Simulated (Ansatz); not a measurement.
Steps of a relaxation of C$_{2}$H$_{6}$O$_{2}$W (`[CH3][W]([CH3])(=[O])=[O]`) with RKS PBE0-D4/def2-TZVP.

```sh
$ ansatz run in.yaml --threads 4 --pin off --events-out ev --progress --plain --max-ram 10444MiB
```

```yaml
crystal:
  periodic: [false, false, false]
  atoms:
    - {symbol: C, position_ang: [-1.685440, 0.502570, 0.297680]}
    - {symbol: W, position_ang: [0.212120, 0.474670, -0.842060]}
    - {symbol: C, position_ang: [1.530020, -0.863700, 0.329520]}
    - {symbol: O, position_ang: [-0.096760, -0.272930, -2.320380]}
    - {symbol: O, position_ang: [0.869520, 2.025060, -0.776650]}
    - {symbol: H, position_ang: [-1.590510, 0.973260, 1.296610]}
    - {symbol: H, position_ang: [-2.508360, 1.050560, -0.195350]}
    - {symbol: H, position_ang: [-2.090200, -0.514380, 0.478560]}
    - {symbol: H, position_ang: [2.610270, -0.658000, 0.225370]}
    - {symbol: H, position_ang: [1.328500, -0.779730, 1.419370]}
    - {symbol: H, position_ang: [1.420830, -1.937390, 0.087330]}
basis:
  gaussian: {orbitals: def2-TZVP}
hamiltonian: {xc: pbe0, dispersion: d4}
relax: {f_tol: 0.005, max_steps: 150}
```

Positions (Å) and forces (eV/Å) along the path, 11 of 13 steps:

```xyz
11
step=1 energy=-8089.7878 eV
C    -1.685    0.503    0.298    0.099    0.099   -0.150
W     0.212    0.475   -0.842   -1.151   -2.624    4.612
C     1.530   -0.864    0.330    0.028    0.055   -0.226
O    -0.097   -0.273   -2.320    0.110    0.246   -1.641
O     0.870    2.025   -0.777    0.519    1.239   -0.956
H    -1.591    0.973    1.297    0.343   -0.092   -0.461
H    -2.508    1.051   -0.195    0.402   -0.102   -0.088
H    -2.090   -0.514    0.479    0.446    0.231   -0.303
H     2.610   -0.658    0.225   -0.380    0.190   -0.130
H     1.329   -0.780    1.419   -0.175    0.284   -0.493
H     1.421   -1.937    0.087   -0.241    0.474   -0.164
11
step=2 energy=-8090.2269 eV
C    -1.675    0.509    0.283   -0.565   -0.043    0.430
W     0.170    0.379   -0.675    0.368    0.781   -1.427
C     1.529   -0.855    0.313    0.358   -0.445    0.395
O    -0.088   -0.247   -2.252    0.112    0.310    0.760
O     0.837    1.957   -0.765   -0.318   -0.746    0.053
H    -1.536    0.982    1.267   -0.008   -0.075   -0.111
H    -2.472    1.060   -0.234    0.279   -0.089   -0.019
H    -2.040   -0.519    0.438    0.029    0.103    0.004
H     2.595   -0.621    0.190   -0.262    0.070   -0.061
H     1.297   -0.732    1.385    0.044   -0.034   -0.056
H     1.384   -1.912    0.050   -0.037    0.168    0.034
11
step=3 energy=-8090.2654 eV
C    -1.672    0.491    0.298   -0.244    0.007    0.116
W     0.177    0.391   -0.696    0.020    0.130   -0.166
C     1.518   -0.861    0.332    0.190   -0.143    0.143
O    -0.086   -0.222   -2.265    0.046    0.065    0.137
O     0.837    1.961   -0.772   -0.062   -0.150   -0.008
H    -1.547    0.963    1.282    0.011   -0.037   -0.099
H    -2.427    1.059   -0.256    0.092   -0.051    0.037
H    -2.058   -0.530    0.438    0.053    0.095   -0.032
H     2.571   -0.615    0.149   -0.119   -0.019    0.003
H     1.330   -0.722    1.410    0.017    0.011   -0.142
H     1.357   -1.915    0.081   -0.004    0.091    0.012
11
step=4 energy=-8090.2698 eV
C    -1.685    0.490    0.299   -0.056   -0.013   -0.008
W     0.175    0.391   -0.690    0.020   -0.041    0.053
C     1.527   -0.864    0.333    0.042    0.001    0.050
O    -0.072   -0.217   -2.259   -0.008    0.014   -0.013
O     0.833    1.959   -0.760    0.003    0.011   -0.011
H    -1.562    0.952    1.284    0.007   -0.003   -0.020
H    -2.426    1.068   -0.260    0.019   -0.009    0.012
H    -2.074   -0.528    0.423    0.009    0.025   -0.007
H     2.574   -0.634    0.117   -0.047   -0.014   -0.004
H     1.365   -0.697    1.408    0.018   -0.002   -0.051
H     1.344   -1.918    0.106   -0.006    0.031    0.000
11
step=5 energy=-8090.2715 eV
C    -1.695    0.486    0.294    0.048   -0.017   -0.034
W     0.176    0.389   -0.679   -0.048   -0.013    0.061
C     1.536   -0.865    0.338   -0.016    0.034    0.013
O    -0.071   -0.205   -2.253    0.014   -0.028   -0.035
O     0.830    1.958   -0.743    0.017    0.041    0.005
H    -1.575    0.939    1.282   -0.006    0.010    0.024
H    -2.423    1.074   -0.269   -0.011    0.014   -0.005
H    -2.092   -0.530    0.404   -0.006   -0.010    0.004
H     2.577   -0.659    0.077   -0.015   -0.021   -0.005
H     1.416   -0.670    1.413    0.013   -0.008   -0.035
H     1.321   -1.917    0.137    0.010   -0.003    0.008
11
step=6 energy=-8090.2731 eV
C    -1.708    0.479    0.288    0.067   -0.025   -0.033
W     0.175    0.391   -0.665   -0.006    0.000    0.007
C     1.543   -0.863    0.342    0.022    0.028    0.049
O    -0.049   -0.194   -2.247   -0.005   -0.025   -0.008
O     0.823    1.963   -0.716    0.010    0.029    0.019
H    -1.597    0.914    1.286   -0.013    0.000    0.006
H    -2.420    1.085   -0.277   -0.019    0.012    0.006
H    -2.114   -0.535    0.373   -0.009    0.001    0.009
H     2.575   -0.704    0.009   -0.107   -0.046    0.033
H     1.494   -0.621    1.415    0.018   -0.042   -0.113
H     1.278   -1.916    0.193    0.041    0.069    0.026
11
step=8 energy=-8090.2759 eV
C    -1.709    0.466    0.277   -0.019    0.000    0.004
W     0.178    0.403   -0.661    0.028    0.004   -0.022
C     1.539   -0.853    0.347    0.035   -0.008    0.024
O    -0.024   -0.179   -2.247   -0.002    0.012    0.017
O     0.821    1.978   -0.690   -0.014   -0.015    0.000
H    -1.607    0.873    1.289    0.001   -0.002   -0.008
H    -2.420    1.090   -0.270    0.001   -0.002    0.005
H    -2.122   -0.548    0.334    0.005    0.004   -0.002
H     2.553   -0.773   -0.055   -0.045   -0.012    0.010
H     1.573   -0.559    1.404   -0.001   -0.011   -0.032
H     1.218   -1.898    0.271    0.010    0.030    0.004
11
step=9 energy=-8090.2764 eV
C    -1.711    0.460    0.271   -0.012   -0.005    0.011
W     0.181    0.407   -0.658   -0.038    0.027   -0.003
C     1.540   -0.850    0.352    0.053   -0.021    0.017
O    -0.015   -0.167   -2.248    0.011    0.003    0.002
O     0.813    1.987   -0.676    0.008   -0.014   -0.005
H    -1.610    0.852    1.289    0.003   -0.005   -0.007
H    -2.422    1.093   -0.267    0.014   -0.006   -0.001
H    -2.124   -0.554    0.312    0.002    0.004    0.000
H     2.542   -0.813   -0.087   -0.052   -0.006    0.024
H     1.617   -0.528    1.398   -0.002   -0.016   -0.043
H     1.187   -1.887    0.315    0.012    0.039    0.006
11
step=10 energy=-8090.2767 eV
C    -1.714    0.455    0.269    0.002    0.002    0.004
W     0.181    0.412   -0.656    0.019   -0.016    0.000
C     1.541   -0.846    0.353    0.031   -0.010    0.015
O    -0.006   -0.159   -2.247   -0.002    0.001   -0.001
O     0.817    1.990   -0.669   -0.008    0.006    0.001
H    -1.614    0.838    1.290   -0.002   -0.001    0.002
H    -2.422    1.094   -0.266   -0.003    0.001   -0.002
H    -2.128   -0.559    0.300    0.002    0.004   -0.001
H     2.533   -0.838   -0.107   -0.048   -0.001    0.021
H     1.645   -0.508    1.391   -0.003   -0.018   -0.044
H     1.167   -1.877    0.342    0.012    0.032    0.005
11
step=12 energy=-8090.2768 eV
C    -1.716    0.453    0.266    0.000   -0.001    0.001
W     0.182    0.412   -0.653   -0.005    0.007   -0.010
C     1.543   -0.845    0.354   -0.005    0.000    0.000
O    -0.003   -0.156   -2.246    0.005   -0.001    0.002
O     0.813    1.993   -0.663   -0.002   -0.001    0.000
H    -1.618    0.828    1.291   -0.002    0.001    0.002
H    -2.420    1.097   -0.266    0.004   -0.002    0.003
H    -2.131   -0.561    0.289    0.000    0.001    0.000
H     2.527   -0.855   -0.120    0.005   -0.001   -0.005
H     1.666   -0.496    1.386    0.000    0.003    0.008
H     1.157   -1.870    0.362    0.000   -0.007    0.000
11
step=13 energy=-8090.2769 eV
C    -1.715    0.452    0.266    0.000   -0.001   -0.001
W     0.182    0.413   -0.654   -0.001    0.001    0.000
C     1.542   -0.845    0.355    0.000    0.000    0.001
O    -0.001   -0.155   -2.247    0.001   -0.001    0.000
O     0.812    1.994   -0.663    0.000    0.000    0.000
H    -1.617    0.825    1.292    0.000    0.001    0.000
H    -2.419    1.098   -0.265    0.000    0.000    0.001
H    -2.131   -0.561    0.286    0.000    0.001    0.000
H     2.525   -0.857   -0.122    0.000   -0.001   -0.001
H     1.668   -0.494    1.385    0.000    0.001    0.000
H     1.155   -1.869    0.365    0.001    0.000   -0.001
```

Run time 48 s (4 threads of an Arm Neoverse V1 on a shared host); peak host memory 0.53 GiB.
